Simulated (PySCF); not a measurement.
Dipole moment and polarisability of 1,2-dibromopropane

1,2-dibromopropane, C3H6Br2.
Geometry (PBE0-D3(BJ)/def2-TZVP, Å), atoms numbered from 1 in this order:
```
atom  x, y, z in Å
C1     0.951   -0.596    0.687
C2     0.235    0.527   -0.020
Br3    1.353    1.193   -1.496
C4    -1.082    0.149   -0.648
Br5   -2.391   -0.312    0.724
H6     1.130   -1.430    0.006
H7     0.337   -0.950    1.518
H8     1.908   -0.257    1.081
H9     0.108    1.393    0.629
H10   -0.987   -0.725   -1.290
H11   -1.517    0.974   -1.204
```

Level: CAM-B3LYP/aug-cc-pVTZ (PySCF), static field, nuclei fixed, core orbitals frozen in the response. The polarisability tensor in these axes (au):

```
x    95.23   9.28 -15.13
y     9.28  73.05 -10.23
z   -15.13 -10.23  82.57
```

Q: What are the eigenvalues, a third of the trace, and Δα (Δα² = ½Σ(αi − αj)² over the three pairs)?

A: Principal values 66.52, 74.16 and 110.17 au; mean 83.62 au = 12.39 Å³ = 13.79 × 10⁻⁴⁰ C²·m²/J; Δα = 40.38 au (48 % of the mean).

Q: What is the dipole moment, and where does it point?

A: (0.31, -0.37, 0.35) D, 0.60 D in size, pointing from the negative to the positive side. Measured along this direction, the outermost atoms are H11 at the negative end and H8 at the positive end.

Q: Traceless (Buckingham) quadrupole moment about the centre of nuclear charge: eigenvalues?

A: -8.17, 3.06, 5.11 D·Å. The values depend on the origin, since the dipole doesn't vanish. The electronic extent ⟨r²⟩ about the same centre is 1659 bohr², a root-mean-square distance of 2.22 Å for the 94 electrons.

Q: In TDDFT the mean static polarisability is Σ f/ω² over all singlet excitations (ω in hartree). How much of it do the 10 lowest give? Their energies (eV) and oscillator strengths: 6.02, 0.0071; 6.04, 0.0058; 6.11, 0.0018; 6.24, 0.0011; 7.13, 0.0310; 7.17, 0.0489; 7.22, 0.0180; 7.37, 0.1337; 7.75, 0.0172; 7.77, 0.0110.

A: They add up to 3.90 au, 4.7 % of the 83.62 au; the largest single term is 1.82 au, from the state at 7.37 eV. Terms in order: 0.14, 0.12, 0.04, 0.02, 0.45, 0.70, 0.26, 1.82, 0.21, 0.14 au. Higher excitations give the rest. The strengths listed sum to 0.276.

Q: How large is μ²/3kT at 298 K beside α?

A: In Gaussian units μ²/3kT = 2.92 Å³ against 12.39 Å³, a ratio of 0.24; the Debye molar polarisation (4π/3)N_A(α + μ²/3kT) is 38.6 cm³/mol, leaving out the vibrational part.

Isolated species at its PBE0-D3(BJ)/def2-TZVP geometry (one conformer only). The calculation is non-relativistic, for bromine too.

The run behind these numbers computed excited states as well. On Intel Xeon Platinum 8259CL at 2.50 GHz, 2 threads, no GPU, shared host, this took 98 s wall, 3.5 min CPU and 2.4 GiB of memory at its peak.
